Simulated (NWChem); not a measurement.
System: SiH3F; SMILES F[SiH3]

Parts of the log:

```
             Northwest Computational Chemistry Package (NWChem) 7.3.0
             --------------------------------------------------------

 C3V symmetry detected

                             Geometry "geometry" -> ""
                             -------------------------

 Output coordinates in angstroms (scale by  1.889725989 to convert to a.u.)

  No.       Tag          Charge          X              Y              Z
 ---- ---------------- ---------- -------------- -------------- --------------
    1 Si                  14.0000    -0.00000000    -0.00000000    -0.50766162
    2 F                    9.0000     0.00000000     0.00000000     1.11687638
    3 H                    1.0000     0.99805269     0.99805269    -0.98154162
    4 H                    1.0000     0.36531264    -1.36336533    -0.98154162
    5 H                    1.0000    -1.36336533     0.36531264    -0.98154162

 Effective nuclear repulsion energy (a.u.)      62.2698957794

      Symmetry information
      --------------------

 Group name             C3v
 Group number             17
 Group order               6
 No. of unique centers     3

  xc_inp: hfexch multiplicative factor not found.

                                 NWChem DFT Module
                                 -----------------

 Summary of "ao basis" -> "ao basis" (spherical)
 ------------------------------------------------------------------------------
       Tag                 Description            Shells   Functions and Types
 ---------------- ------------------------------  ------  ---------------------
 Si                       aug-cc-pvtz               16       50   6s5p3d2f
 F                        aug-cc-pvtz               14       46   5s4p3d2f
 H                        aug-cc-pvtz                9       23   4s3p2d

      Symmetry analysis of basis
      --------------------------

        a1         50
        a2         11
        e         104

  Rotation of axis

            General Information
            -------------------
          SCF calculation type: DFT
          Wavefunction type:  closed shell.
          No. of atoms     :     5
          No. of electrons :    26
           Alpha electrons :    13
            Beta electrons :    13
          Charge           :     0
          Spin multiplicity:     1
          Use of symmetry is: on ; symmetry adaption is: on
          Maximum number of iterations: 150
          AO basis - number of functions:   165
                     number of shells:    57
          Convergence on energy requested:  1.00D-06
          Convergence on density requested:  1.00D-05
          Convergence on gradient requested:  5.00D-04

              XC Information
              --------------
                     Hartree-Fock (Exact) Exchange  1.000

      Superposition of Atomic Density Guess
      -------------------------------------

 Sum of atomic energies:        -389.75350911

      Non-variational initial energy
      ------------------------------

 Total energy =    -390.048038
 1-e energy   =    -664.665620
 2-e energy   =     212.347686
 HOMO         =      -0.416676
 LUMO         =       0.006428

      Symmetry analysis of molecular orbitals - initial
      -------------------------------------------------

  Numbering of irreducible representations:

     1 a1          2 a2          3 e

  Orbital symmetries:

     1 a1          2 a1          3 a1          4 a1          5 e
     6 e           7 a1          8 a1          9 e          10 e
    11 a1         12 e          13 e          14 a1         15 a1
    16 e          17 e          18 e          19 e          20 a1
    21 e          22 e          23 a1

     ---------------------------------------------
      Total Density - Mulliken Population Analysis
     ---------------------------------------------

    Atom       Charge   Shell Charges
 -----------   ------   -------------------------------------------------------
    1 Si  14    12.94   2.00  1.93  0.86  0.15 -0.17 -0.02  5.49  1.29  0.57  0.61 -0.00  0.09  0.14 -0.01  0.04 -0.02
    2 F    9     9.73   1.95  1.08  0.27  0.63  0.07  1.64  2.60  1.42  0.06  0.00  0.00  0.01  0.00  0.00
    3 H    1     1.11   0.23  0.51  0.32  0.01  0.00  0.01  0.03  0.00  0.00
    4 H    1     1.11   0.23  0.51  0.32  0.01  0.00  0.01  0.03  0.00  0.00
    5 H    1     1.11   0.23  0.51  0.32  0.01  0.00  0.01  0.03  0.00  0.00

   convergence    iter        energy       DeltaE   RMS-Dens  Diis-err
 ---------------- ----- ----------------- --------- --------- ---------
 d= 0,ls=0.0,diis     1   -390.1840210105 -4.52D+02  5.18D-03  3.57D-01
 d= 0,ls=0.0,diis     2   -390.2164962751 -3.25D-02  7.98D-04  1.52D-01
 d= 0,ls=0.0,diis     3   -390.2267567661 -1.03D-02  5.49D-04  2.07D-03
 d= 0,ls=0.0,diis     4   -390.2272108744 -4.54D-04  1.31D-04  8.51D-05
 d= 0,ls=0.0,diis     5   -390.2272288142 -1.79D-05  1.88D-05  3.04D-06
 d= 0,ls=0.0,diis     6   -390.2272294953 -6.81D-07  3.69D-06  1.01D-07

         Total DFT energy =     -390.227229495330
      One electron energy =     -666.182237906899
           Coulomb energy =      245.264503337111
    Exchange-Corr. energy =      -31.579390704974
 Nuclear repulsion energy =       62.269895779432

 Numeric. integr. density =        0.000000000000

                  Occupations of the irreducible representations
                  ----------------------------------------------

                     irrep           alpha         beta
                     --------     --------     --------
                     a1                7.0          7.0
                     a2                0.0          0.0
                     e                 6.0          6.0

                       DFT Final Molecular Orbital Analysis
                       ------------------------------------

 Vector   11  Occ=2.000000D+00  E=-6.374971D-01  Symmetry=a1
              MO Center= -2.4D-14,  1.0D-15, -1.3D-01, r^2= 2.4D+00
   Bfn.  Coefficient  Atom+Function         Bfn.  Coefficient  Atom+Function
  ----- ------------  ---------------      ----- ------------  ---------------
    61      0.298944  2 F  pz                 5      0.282176  1 Si s
    12     -0.248322  1 Si pz                58      0.241028  2 F  pz
     3      0.227676  1 Si s                 64      0.184127  2 F  pz
    98      0.105875  3 H  s                121      0.105875  4 H  s
   144      0.105875  5 H  s                 18     -0.092293  1 Si pz

 Vector   12  Occ=2.000000D+00  E=-4.915901D-01  Symmetry=e
              MO Center=  9.3D-02,  4.8D-01, -7.8D-01, r^2= 2.2D+00
   Bfn.  Coefficient  Atom+Function         Bfn.  Coefficient  Atom+Function
  ----- ------------  ---------------      ----- ------------  ---------------
    10      0.305511  1 Si px                98      0.227052  3 H  s
   144     -0.173840  5 H  s                 11      0.162083  1 Si py
    97      0.151013  3 H  s                 99      0.149237  3 H  s
   143     -0.115622  5 H  s                145     -0.114262  5 H  s
    59     -0.113187  2 F  px                16      0.111950  1 Si px

 Vector   13  Occ=2.000000D+00  E=-4.915901D-01  Symmetry=e
              MO Center= -9.3D-02, -4.8D-01, -7.8D-01, r^2= 2.2D+00
   Bfn.  Coefficient  Atom+Function         Bfn.  Coefficient  Atom+Function
  ----- ------------  ---------------      ----- ------------  ---------------
    11      0.305511  1 Si py               121     -0.231455  4 H  s
    10     -0.162083  1 Si px               144      0.161810  5 H  s
   120     -0.153942  4 H  s                122     -0.152131  4 H  s
    60     -0.113187  2 F  py                17      0.111950  1 Si py
   143      0.107620  5 H  s                145      0.106355  5 H  s

 Vector   14  Occ=0.000000D+00  E= 3.177393D-02  Symmetry=a1
              MO Center=  3.5D-15, -1.1D-15, -1.4D+00, r^2= 2.1D+01
   Bfn.  Coefficient  Atom+Function         Bfn.  Coefficient  Atom+Function
  ----- ------------  ---------------      ----- ------------  ---------------
     6      3.885703  1 Si s                  5      2.664867  1 Si s
   100     -1.522190  3 H  s                123     -1.522190  4 H  s
   146     -1.522190  5 H  s                 99     -1.028031  3 H  s
   122     -1.028031  4 H  s                145     -1.028031  5 H  s
    55     -0.587242  2 F  s                 21     -0.335896  1 Si pz

 Vector   15  Occ=0.000000D+00  E= 4.693219D-02  Symmetry=a1
              MO Center= -4.1D-13,  3.6D-13, -4.6D-01, r^2= 1.7D+01
   Bfn.  Coefficient  Atom+Function         Bfn.  Coefficient  Atom+Function
  ----- ------------  ---------------      ----- ------------  ---------------
     5      2.229368  1 Si s                 21      1.393943  1 Si pz
     6     -1.376845  1 Si s                 18     -1.029319  1 Si pz
    99     -0.885233  3 H  s                122     -0.885233  4 H  s
   145     -0.885233  5 H  s                 55      0.546562  2 F  s
    67     -0.439724  2 F  pz               100      0.410229  3 H  s

 Vector   16  Occ=0.000000D+00  E= 5.579376D-02  Symmetry=e
              MO Center=  3.8D-01,  1.3D-01, -8.6D-01, r^2= 2.1D+01
   Bfn.  Coefficient  Atom+Function         Bfn.  Coefficient  Atom+Function
  ----- ------------  ---------------      ----- ------------  ---------------
   100      1.934516  3 H  s                 99      1.725973  3 H  s
    17     -1.472999  1 Si py               123     -1.352332  4 H  s
   122     -1.206549  4 H  s                 16     -0.922417  1 Si px
   146     -0.582184  5 H  s                145     -0.519424  5 H  s
   107     -0.474469  3 H  px               108     -0.472369  3 H  py

     ---------------------------------------------
      Total Density - Mulliken Population Analysis
     ---------------------------------------------

    Atom       Charge   Shell Charges
 -----------   ------   -------------------------------------------------------
    1 Si  14    12.63   2.00  1.93  0.80  0.14 -0.66 -0.02  5.49  1.45  0.57  0.50 -0.01  0.19  0.21 -0.01  0.06 -0.02
    2 F    9     9.72   1.95  1.06  0.26  0.66  0.12  1.54  2.49  1.53  0.10  0.00  0.01  0.01  0.00  0.00
    3 H    1     1.22   0.24  0.52  0.38  0.01  0.00  0.01  0.05  0.00  0.00
    4 H    1     1.22   0.24  0.52  0.38  0.01  0.00  0.01  0.05  0.00  0.00
    5 H    1     1.22   0.24  0.52  0.38  0.01  0.00  0.01  0.05  0.00  0.00

     -------------------------------------------
      Total Density - Lowdin Population Analysis
     -------------------------------------------

    Atom       Charge   Shell Charges
 -----------   ------   -------------------------------------------------------
    1 Si  14    13.23   1.98  1.30  0.60  0.30  0.18  0.07  4.73  1.15  1.06  0.50  0.04  0.53  0.25  0.12  0.21  0.21
    2 F    9     9.02   1.60  0.90  0.54  0.46  0.10  1.52  2.39  1.20  0.21  0.00  0.01  0.08  0.00  0.01
    3 H    1     1.25   0.24  0.43  0.23  0.04  0.00  0.05  0.15  0.00  0.11
    4 H    1     1.25   0.24  0.43  0.23  0.04  0.00  0.05  0.15  0.00  0.11
    5 H    1     1.25   0.24  0.43  0.23  0.04  0.00  0.05  0.15  0.00  0.11

     Multipole analysis of the density
     ---------------------------------

     L   x y z        total         alpha         beta         nuclear
     -   - - -        -----         -----         ----         -------
     0   0 0 0      0.000000    -13.000000    -13.000000     26.000000

     1   1 0 0     -0.000000     -0.000000     -0.000000      0.000000
     1   0 1 0      0.000000      0.000000      0.000000      0.000000
     1   0 0 1     -0.612996     -0.306498     -0.306498      0.000000

     2   2 0 0    -14.756808    -12.714159    -12.714159     10.671510
     2   1 1 0     -0.000000     -0.000000     -0.000000      0.000000
     2   1 0 1      0.000000      0.000000      0.000000     -0.000000
     2   0 2 0    -14.756808    -12.714159    -12.714159     10.671510
     2   0 1 1      0.000000      0.000000      0.000000     -0.000000
     2   0 0 2    -15.975072    -39.636222    -39.636222     63.297372
```

Level: Hartree-Fock/aug-cc-pVTZ. The geometry was optimised at PBE0/def2-SVP.

Question: Which NWChem input produces such a log?

Answer: One answer among several that fit: the input that was run:
```
start job
memory heap 200 mb stack 900 mb global 1100 mb
geometry units angstroms noautoz
  Si     0.000000     0.000000    -0.459032
  F      0.000000     0.000000     1.165506
  H      0.998053     0.998053    -0.932912
  H      0.365313    -1.363365    -0.932912
  H     -1.363365     0.365313    -0.932912
end
basis spherical
  Si library aug-cc-pvtz
  F library aug-cc-pvtz
  H library aug-cc-pvtz
end
dft
  xc hfexch
  iterations 150
  mulliken
end
task dft energy
```
